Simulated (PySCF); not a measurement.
Run record: excited-state job, `BSBCBOC`.

Computed with TDDFT CAM-B3LYP/def2-SVPD, vertical, gas phase, core orbitals frozen in the response (PySCF 2.14.0, density-fitted response routines). Geometry: GFN2-xTB. A driver script takes a list of jobs; this job's settings line and coordinates (Å) are shown.

Command:
```bash
OMP_NUM_THREADS=1 python probes_run.py task.json out
```

Input:
```
{"job": {"kind": "uv", "xc": "CAM-B3LYP", "basis": "def2-SVPD", "nstates": 8, "ntriplets": 3}, "charge": 0, "multiplicity": 1}
B      2.032217     1.009281    -0.209973
S      2.042168    -0.621838    -0.900040
B      1.230301    -1.746376     0.247306
C      0.335869    -1.246497     1.430264
B     -0.978111    -0.587684     0.797163
O     -0.844354     0.625123     0.271205
C     -1.859493     1.360695    -0.360459
H      2.278649     1.892232    -0.940334
H      1.892164     1.190987     0.935634
H      1.303995    -2.878028    -0.045093
H      0.077683    -2.051134     2.116078
H      0.839349    -0.462574     1.996752
H     -2.010866    -1.167847     0.771054
H     -1.995695     2.303335     0.175870
H     -1.545978     1.578621    -1.384214
H     -2.805497     0.810649    -0.377657
```

Problem. Estimate the output.

Solution. 
```
coarse grid: 13720 points
cycle   1  E = -629.0915953966  dE =  7.661e-01  |g| = 5.999e-01  |ddm| = 5.675e+00
cycle   2  E = -629.0667474972  dE =  2.485e-02  |g| = 7.544e-01  |ddm| = 1.490e+00
cycle   3  E = -629.1703299875  dE = -1.036e-01  |g| = 8.079e-02  |ddm| = 7.436e-01
cycle   4  E = -629.1715759535  dE = -1.246e-03  |g| = 3.444e-02  |ddm| = 1.560e-01
cycle   5  E = -629.1718848607  dE = -3.089e-04  |g| = 4.342e-03  |ddm| = 5.060e-02
cycle   6  E = -629.1718908228  dE = -5.962e-06  |g| = 1.719e-03  |ddm| = 1.010e-02
final grid: 127344 points
cycle   7  E = -629.2581278720  dE = -4.036e-05  |g| = 4.039e-03  |ddm| = 8.468e-02
cycle   8  E = -629.2581284149  dE = -5.429e-07  |g| = 3.945e-03  |ddm| = 1.335e-02
cycle   9  E = -629.2581321324  dE = -3.717e-06  |g| = 4.285e-04  |ddm| = 4.805e-03
cycle  10  E = -629.2581321604  dE = -2.802e-08  |g| = 2.561e-04  |ddm| = 7.025e-04
cycle  11  E = -629.2581321729  dE = -1.254e-08  |g| = 3.530e-05  |ddm| = 3.924e-04
cycle  12  E = -629.2581321733  dE = -3.513e-10  |g| = 9.632e-06  |ddm| = 7.124e-05
converged SCF energy = -629.2581321733

Static polarisability (au): isotropic 89.397, principal 75.552 91.923 100.715

Singlet excitations
state   eV       nm        f      main configurations
  1   4.8443    255.9   0.01247   H->L 0.76, H-1->L 0.15
  2   5.3052    233.7   0.06490   H-1->L 0.77, H->L 0.13
  3   5.7634    215.1   0.04492   H-2->L 0.67, H-3->L 0.12
  4   6.2010    199.9   0.01869   H-3->L 0.52, H->L+1 0.13, H-4->L 0.11
  5   6.4967    190.8   0.00490   H->L+1 0.33, H-3->L 0.13, H-2->L+1 0.11
  6   6.7296    184.2   0.01567   H-5->L 0.31, H-2->L+1 0.14, H-1->L+1 0.13
  7   6.9663    178.0   0.01100   H->L+1 0.32, H-2->L+1 0.16, H-4->L 0.12
  8   7.1145    174.3   0.06075   H-1->L+1 0.55, H-4->L 0.19

Triplet excitations (Tamm-Dancoff, eV): 4.4072 4.6429 5.1897
```

The SCF starts on a coarse grid where the log names one; the energy can jump when the final grid takes over, and dE then counts from the start density on the new grid. H and L stand for HOMO and LUMO; the number after each pair is its weight.

Problem. Give S1 in cm⁻¹ and kJ/mol.

Solution. 4.8443 eV × 8065.54 = 39072 cm⁻¹; × 96.485 = 467.4 kJ/mol.

Problem. Give the mean polarisability as a volume in Å³, and the ratio of the largest to the smallest principal value.

Solution. 89.397 au × 0.148185 = 13.25 Å³; 100.715/75.552 = 1.33.

In short: HOMO -9.32 eV, LUMO -0.78 eV; lowest singlet 4.84 eV; lowest triplet 4.41 eV (Tamm–Dancoff); mean polarisability 89.4 au.

The geometry optimisation had not met its thresholds, so the values belong to a structure short of the stationary point.

The run took 25 s wall on one thread of an AMD EPYC 9B45 (shared host), and the process peaked at 1.0 GiB of memory.

One conformer stands for the species.
Labels such as C1 count atoms from 1, the log's own numbers from 0.
